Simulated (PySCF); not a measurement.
Compound: C7H19B2N.
Numbering: `[CH3:1][B:2]([CH3:3])[C@@H:4]1[CH2:5][CH2:6][BH2-:7][N+:8]1([CH3:9])[CH3:10]` (hydrogens: H11, H12, H13 on C1; H14, H15, H16 on C3; H17 on C4; H18, H19 on C5; H20, H21 on C6; H22, H23 on B7; H24, H25, H26 on C9; H27, H28, H29 on C10)

Cartesian coordinates in Å at the PBE0-D3(BJ)/def2-SVP level; atoms count from 1:
```
atom  x, y, z in Å
C1     2.007    2.123   -0.038
B2     1.686    0.597   -0.221
C3     2.589   -0.261   -1.173
C4     0.487   -0.093    0.604
C5     0.547   -1.610    0.811
C6    -0.871   -2.090    1.189
B7    -1.840   -0.797    0.993
N8    -0.888    0.171    0.045
C9    -0.988   -0.255   -1.359
C10   -1.305    1.572    0.159
H11    1.701    2.638   -0.970
H12    1.507    2.625    0.802
H13    3.095    2.296    0.030
H14    2.045   -1.039   -1.731
H15    3.281   -0.816   -0.508
H16    3.211    0.326   -1.864
H17    0.449    0.378    1.601
H18    1.306   -1.833    1.579
H19    0.906   -2.107   -0.104
H20   -0.901   -2.444    2.231
H21   -1.155   -2.954    0.568
H22   -1.993   -0.141    2.023
H23   -2.895   -0.950    0.385
H24   -0.303    0.324   -2.000
H25   -0.749   -1.321   -1.440
H26   -2.020   -0.108   -1.699
H27   -1.162    1.905    1.194
H28   -0.735    2.219   -0.525
H29   -2.374    1.636   -0.083
```

Computed at PBE0/pcSseg-1 (PySCF, non-relativistic), with Q(11B) = 0.04059 b, Q(14N) = 0.02044 b: B2, 11B (I = 3/2): χzz = 5.740 MHz, η = 0.037; B7, 11B (I = 3/2): χzz = 2.406 MHz, η = 0.045; N8, 14N (I = 1): χzz = -3.043 MHz, η = 0.025.

Question: Find the zero-field quadrupole resonance frequencies of 11B at B2.

Answer: From ν = (|χ|/2)√(1 + η²/3): ν = 2.871 MHz (three-coordinate boron).

Question: Find the zero-field quadrupole resonance frequencies of 11B at B7.

Answer: From ν = (|χ|/2)√(1 + η²/3): ν = 1.204 MHz (four-coordinate boron).

Question: Where would the pure quadrupole (NQR) lines of 14N at N8 fall for the rigid, isolated species?

Answer: From ν± = (3/4)|χ|(1 ± η/3) and ν0 = |χ|η/2: ν+ 2.301 MHz, ν− 2.264 MHz, ν0 0.038 MHz (nitrogen bonded to B and 3 C).

In a crystal, neighbours and librations shift these lines. The small basis limits the accuracy of the gradients.

One conformer stands for the species.
